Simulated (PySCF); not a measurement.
Species: C4H11GeN.
Atom-mapped SMILES: `[NH2:1][CH2:2][CH:3]1[CH2:4][GeH2:5][CH2:6]1` (hydrogens: H7, H8 on N1; H9, H10 on C2; H11 on C3; H12, H13 on C4; H14, H15 on Ge5; H16, H17 on C6)

A linear-response calculation (PySCF, def2-SVPD basis, gas phase, vertical, core orbitals frozen in the response) gave these numbers; the functional is withheld.

Orbital energies (eV): HOMO-3 -8.89, HOMO-2 -7.84, HOMO-1 -7.83, HOMO -6.90, LUMO 0.28, LUMO+1 0.62, LUMO+2 0.81.

```csv
state,E (eV),f,"main configurations (H = HOMO, L = LUMO)"
S1,6.13,0.0051,"H→L (71%), H→L+2 (20%)"
S2,6.58,0.0085,"H→L+2 (53%), H→L (23%), H→L+1 (16%)"
S3,6.80,0.0073,"H→L+1 (76%), H→L+2 (9%)"
S4,6.88,0.013,"H-2→L (62%), H-1→L (24%)"
S5,7.11,0.105,"H-1→L (62%), H-2→L (27%)"
S6,7.28,0.0019,"H-1→L+1 (63%), H-2→L+1 (29%)"
```

Triplets, Tamm–Dancoff:

```
state  E (eV)  λ (nm)  main configurations (H = HOMO, L = LUMO)
   T1    5.90   210.3                    H→L (55%), H→L+2 (29%)
   T2    6.15   201.5                  H-1→L (64%), H-2→L (23%)
   T3    6.36   195.0     H-2→L (35%), H→L+2 (21%), H-1→L (17%)
   T4    6.59   188.3       H-2→L (24%), H→L+2 (23%), H→L (22%)
```

Vertical ionisation energy by ΔSCF with the same functional: 9.01 eV. Mean static polarisability: 88.0 au.

Problem. Name the functional.
A. HF
B. PBE
C. PBE0
D. CAM-B3LYP

Solution. C. PBE0 is a global hybrid with 25% exact exchange. In this run −ε(HOMO) = 6.90 eV differs from the ΔSCF value by -2.11 eV, and S1 differs from the orbital gap of 7.18 eV by -1.05 eV. The ratio −ε(HOMO)/IP is 0.77. Small neutral molecules mostly give 0.7 to 0.83 with PBE0, 0.5 to 0.7 with PBE, 0.85 to 0.93 with CAM-B3LYP; Hartree–Fock can't fall below 1, since the ion's relaxation only lowers the ΔSCF value.

Method: PySCF 2.14.0, density-fitted response routines, TDDFT PBE0/def2-SVPD, vertical, gas phase, core orbitals frozen in the response. Isolated species at its PBE0-D3(BJ)/def2-SVP geometry (one conformer only). The PBE0/def2-SVPD calculation is non-relativistic and has no spin–orbit coupling, an omission that weighs most on germanium.

Conformer computed: `[NH2:1][CH2:2][CH:3]1[CH2:4][GeH2:5][CH2:6]1`: N1–C2–C3–C4 -65°, H–N1–C2–C3 63°, H–N1–C2–C3 180°.

Without π bonds the low states are Rydberg-like; a valence basis with one diffuse set may place them up to an eV too high.
